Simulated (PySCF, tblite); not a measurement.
Isomers of C8H13F. Computed with GFN2-xTB (tblite): harmonic, unscaled wavenumbers at the GFN2-xTB geometry, gas phase. Errors from tens to a few hundred cm⁻¹ against measured bands are possible. One conformer each.

Electronic energies: PBE0/pcSseg-1 single points on the GFN2-xTB geometries (PySCF, gas phase).

| SMILES | electronic energy, lowest = 0 (kJ/mol) |
| --- | --- |
| C=C(CC)C(=C)CCF | 112.3 |
| C=C=C[C@@H](CF)CCC | 158.4 |
| C[C@H]1CCC/C(=C/F)C1 | 0.0 |
| F[C@@H]1C[C@@H]2CCCC[C@@H]21 | 10.5 |
| C=CC(=C)[C@H](C)CCF | 112.8 |
| C=C[C@@H](C)C(=C)CCF | 121.3 |

How do GFN2-xTB zero-point energies change the relative energies?

```csv
SMILES,ZPE (kJ/mol),of it from modes above 1550 cm⁻¹,electronic (kJ/mol),"with ZPE, lowest = 0 (kJ/mol)",lowest mode (cm⁻¹),rings
C[C@H]1CCC/C(=C/F)C1,504.4,243.2,0.0,0.0,81,1
F[C@@H]1C[C@@H]2CCCC[C@@H]21,511.4,231.8,10.5,17.5,96,2
C=C(CC)C(=C)CCF,492.0,256.1,112.3,99.9,36,0
C=CC(=C)[C@H](C)CCF,491.8,256.1,112.8,100.2,27,0
C=C[C@@H](C)C(=C)CCF,491.6,256.5,121.3,108.5,24,0
C=C=C[C@@H](CF)CCC,490.4,246.2,158.4,144.3,34,0
```

The zero-point energies span 21.0 kJ/mol, from `C=C=C[C@@H](CF)CCC` to `F[C@@H]1C[C@@H]2CCCC[C@@H]21`. The order is unchanged.

And how do the electronic energies of GFN2-xTB itself compare?

`C[C@H]1CCC/C(=C/F)C1` 24.2; `F[C@@H]1C[C@@H]2CCCC[C@@H]21` 0.0; `C=C(CC)C(=C)CCF` 164.1; `C=CC(=C)[C@H](C)CCF` 173.6; `C=C[C@@H](C)C(=C)CCF` 180.6; `C=C=C[C@@H](CF)CCC` 207.6 kJ/mol, lowest = 0. Against the energies above, taken from the same isomer `C[C@H]1CCC/C(=C/F)C1`, the largest difference is 36.6 kJ/mol.

What do entropy and thermal enthalpy add at 298.15 K and 1 bar (rigid rotor, harmonic oscillator, one conformer each)?

```tsv
SMILES	point group	symmetry number	S (J/(mol K))	H − H(0) (kJ/mol)	ZPE + H − H(0) − TS (kJ/mol)
C[C@H]1CCC/C(=C/F)C1	C1	1	385.3	26.20	415.8
F[C@@H]1C[C@@H]2CCCC[C@@H]21	C1	1	361.3	22.93	426.6
C=C(CC)C(=C)CCF	C1	1	433.7	30.91	393.6
C=CC(=C)[C@H](C)CCF	C1	1	431.4	30.87	394.1
C=C=C[C@@H](CF)CCC	C1	1	443.6	31.84	390.0
```

Not tabulated: `C=C[C@@H](C)C(=C)CCF` (lowest mode only 24 cm⁻¹).
